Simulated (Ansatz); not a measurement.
Cost and result up the ladder for the cluster Al2Sb2 (the lowest singlet isomer of a short search) (4 atoms). Total charge 0; singlet. Geometry: r2SCAN-D4/def2-SVP.

Cartesian coordinates in Å:
```
Al 1.662 -1.875 -0.341
Al -1.662 1.875 0.342
Sb 1.007 0.872 0.115
Sb -1.008 -0.872 -0.115
```

Ansatz on 4 threads of Arm Neoverse V1 on a shared host. Times are rough, and most runs start from the orbitals of an earlier one. PBE0-D4/def2-TZVPD serves as the yardstick here, not as an exact answer. Differences are given only for rows in sets of like size (and for xTB, whose basis is part of the method), since another set adds its own error. Binding counts from free atoms at the same level (Al doublet, Sb quartet; other spins of the atoms weren't run), without zero-point energy or a counterpoise term.

In the def2 sets Sb takes a core potential; there is no spin–orbit coupling. Correlated methods freeze 18 core orbitals; core or outer-core shells of Sb are correlated, in sets that lack core-valence functions. The structure comes from a short search, and lower isomers may exist.

Run but left out: HF/STO-3G (restricted singlet, unstable in another Hartree–Fock run and untested here).

Correlated methods converge slowly with the basis.

```
                          level  functions  binding energy per atom (eV)  difference from PBE0-D4/def2-TZVPD (eV)                  remarks
PBE0-D4/def2-TZVP (with forces)        174                          1.91                                     0.00                        –
             BHLYP-D4/def2-TZVP        174                          1.76                                    -0.16                        –
                  MP2/def2-TZVP        174                          1.87                                    -0.04  restricted SCF unstable
              PBE-D4/def2-TZVPD        198                          2.05                                     0.14                        –
                PBE-D4/def2-SVP         88                          2.03                                        –                        –
             PBE0-D4/def2-TZVPD        198                          1.91                                     0.00                        –
               PBE-D4/def2-TZVP        174                          2.05                                     0.14                        –
          LDA (SPW92)/def2-TZVP        174                          2.44                                     0.52                        –
               PBE0-D4/def2-SVP         88                          1.88                                        –                        –
              RPA@PBE/def2-TZVP        174                          1.70                                    -0.22                        –
             CCSD(T)/def2-TZVPP        184                          1.77                                    -0.15  restricted SCF unstable
           r2SCAN-D4/def2-TZVPD        198                          1.88                                    -0.04                        –
```

**Question.** Estimate how long each takes.

**Answer.** PBE-D4/def2-SVP 0.8 s; LDA (SPW92)/def2-TZVP 0.95 s; PBE0-D4/def2-SVP 1.3 s; PBE-D4/def2-TZVP 1.6 s; PBE-D4/def2-TZVPD 2.2 s; BHLYP-D4/def2-TZVP 2.6 s; MP2/def2-TZVP 2.6 s; PBE0-D4/def2-TZVPD 3.4 s; PBE0-D4/def2-TZVP (with forces) 3.7 s; RPA@PBE/def2-TZVP 4.4 s; r2SCAN-D4/def2-TZVPD 4.9 s; CCSD(T)/def2-TZVPP 57 s. On shared hardware such times vary by a factor of up to 3.
